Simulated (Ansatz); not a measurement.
Consider the cleavage of the Si–Si bond: `C[Si](N)(N)[SiH3]` + `N=CCl` → `[SiH3]/N=C/Cl` + `C[SiH](N)N`.

Isolated molecules relaxed with PBE0-D4/def2-TZVP in Ansatz; ΔE leaves out vibrations. CCSD(T)/CBS is the MP2 limit (def2-TZVPP, def2-QZVPP) plus CCSD(T) − MP2 in def2-TZVPP, frozen cores. This one scheme is used for every species. DFT in def2-TZVPP. B3LYP here is the variant with VWN-RPA as its local correlation; programs differ in this. Each species was taken in one conformer, which may not be the lowest.

```json
{"level": "PBE0-D4", "ΔE (kcal/mol)": "-9.6", "difference from CCSD(T)/CBS": "3.0"}
{"level": "B3LYP-D4", "ΔE (kcal/mol)": "-12.8", "difference from CCSD(T)/CBS": "-0.2"}
{"level": "ωB97X-V", "ΔE (kcal/mol)": "-12.1", "difference from CCSD(T)/CBS": "0.5"}
{"level": "ωB97M-V", "ΔE (kcal/mol)": "-13.4", "difference from CCSD(T)/CBS": "-0.8"}
{"level": "B2PLYP", "ΔE (kcal/mol)": "-14.6", "difference from CCSD(T)/CBS": "-2.0"}
{"level": "PBE", "ΔE (kcal/mol)": "-9.3", "difference from CCSD(T)/CBS": "3.3"}
{"level": "PBE0", "ΔE (kcal/mol)": "-10.4", "difference from CCSD(T)/CBS": "2.2"}
{"level": "B3LYP", "ΔE (kcal/mol)": "-14.1", "difference from CCSD(T)/CBS": "-1.5"}
{"level": "HF/def2-TZVPP", "ΔE (kcal/mol)": "-17.8", "difference from CCSD(T)/CBS": "-5.2"}
{"level": "CCSD(T)/def2-TZVPP", "ΔE (kcal/mol)": "-12.5", "difference from CCSD(T)/CBS": "0.1"}
{"level": "HF/def2-QZVPP", "ΔE (kcal/mol)": "-18.1", "difference from CCSD(T)/CBS": "-5.5"}
{"level": "MP2/def2-QZVPP", "ΔE (kcal/mol)": "-15.1", "difference from CCSD(T)/CBS": "-2.5"}
{"level": "SCS-MP2/def2-QZVPP", "ΔE (kcal/mol)": "-15.6", "difference from CCSD(T)/CBS": "-3.0"}
{"level": "HF/CBS(def2)", "ΔE (kcal/mol)": "-18.1", "difference from CCSD(T)/CBS": "-5.5"}
{"level": "MP2/CBS(def2)", "ΔE (kcal/mol)": "-15.1", "difference from CCSD(T)/CBS": "-2.5"}
{"level": "CCSD/CBS(def2)", "ΔE (kcal/mol)": "-13.1", "difference from CCSD(T)/CBS": "-0.5"}
{"level": "CCSD(T)/CBS", "ΔE (kcal/mol)": "-12.6", "difference from CCSD(T)/CBS": "0"}
```

Largest T1 diagnostic among the species: 0.013.

The D4 term adds +1.3 kcal/mol with B3LYP and +0.8 kcal/mol with PBE0; it sums over pairs of atoms, weighted by their polarisabilities, and B3LYP, whose exchange is more repulsive, gets the larger term. In def2-TZVPP, CCSD(T) changes the Hartree–Fock value by +5.3 kcal/mol (the triples alone add +0.5 kcal/mol) and MP2 by +2.8 kcal/mol.
